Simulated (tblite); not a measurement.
Species: C6H2Cl2O3.
Z-matrix (Å and degrees, GFN2-xTB geometry), rows numbered from 1:
```
O 
C   1  1.1905
Cl  2  1.7574  1  121.57
C   2  1.4550  1  126.32  3  -179.91
C   4  1.3855  2  128.41  1    -0.02
C   5  1.3981  4  105.93  2  -179.85
C   6  1.3855  5  105.93  4    -0.04
C   7  1.4551  6  128.37  5  -179.98
O   8  1.1905  7  126.28  6    -0.08
Cl  8  1.7572  7  112.14  6   179.93
O   7  1.3388  6  110.34  5     0.03
H   5  1.0706  4  125.89  2     0.10
H   6  1.0706  5  128.18  4  -180.00
```

Computed with GFN2-xTB (tblite): harmonic, unscaled wavenumbers at the GFN2-xTB geometry, gas phase. The method is semi-empirical: single wavenumbers can be off by several per cent or more. One conformer, not necessarily the lowest.

Harmonic wavenumbers (cm⁻¹): 34.5, 64.2, 71.1, 113.4, 155.3, 222.8, 304.3, 359.0, 376.2, 446.2, 504.8, 542.8, 551.8, 612.3, 669.4, 681.5, 784.4, 793.9, 834.8, 863.7, 967.7, 998.7, 1038.6, 1134.6, 1270.5, 1273.4, 1391.3, 1426.1, 1505.6, 1780.2, 1787.4, 3188.9, 3198.4.

A = 1543, B = 520.6, C = 389.2 MHz; mass 191.938 u (most abundant isotopes); point group C2v, symmetry number 2.

Q: What is the zero-point energy?

A: Half the sum of the wavenumbers: 14974 cm⁻¹ = 42.81 kcal/mol.

Q: What is S at 298.15 K and 1 bar for an ideal gas of classical rigid rotors and harmonic oscillators?

A: Translation 41.69, rotation 29.93, vibration 30.20: S = 101.8 cal/(mol K).

Q: And Cp and H(298.15 K) − H(0)?

A: Cp = 36.44 cal/(mol K), of which vibrations give 28.49 (their classical limit is 33 R = 65.6); H(298.15 K) − H(0) = 6.87 kcal/mol without the zero-point energy, 4.50 from vibrations.

Q: Blend soft modes into free rotors: weight 1/[1 + (100 cm⁻¹/ν̃)⁴] for the oscillator and the rest for a rotor with moment μB/(μ + B), μ = h/(8π²ν), B = 10⁻⁴⁴ kg m². What vibrational entropy results?

A: 26.78 cal/(mol K) in place of 30.20, which changes −T·S at 298.15 K by +1.02 kcal/mol.

Q: What must be added to the electronic energy to get the Gibbs energy at 298.15 K and 1 bar?

A: ZPE + [H(298.15 K) − H(0)] − T·S = 42.81 + 6.87 − 30.36 = 19.32 kcal/mol.

Hindered rotation and anharmonicity are outside this model. Other conformers, if any are populated, would add a mixing term that is left out.
